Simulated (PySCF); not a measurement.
Calculation: B3LYP-D3(BJ)/def2-TZVP in PySCF. Isolated molecules, 0 K electronic values unless said otherwise. One relaxed conformer stands for a flexible species; it need not be the lowest. B3LYP has the VWN-RPA correlation part, as in Gaussian. 

Reference species (SMILES): `C=C[SiH]` (C–C–Si–H torsion 179°) (neutral, multiplicity 1).

```
Quantity          Value
-------------  --------
HOMO–LUMO gap   3.27 eV
LUMO           -2.91 eV
```

Changed species: `C1=C[SiH2]1`.

Predict the effect on the HOMO–LUMO gap and LUMO.

the HOMO–LUMO gap rises by 3.53 eV, to 6.80 eV; the LUMO goes up by 2.45 eV, to -0.46 eV.
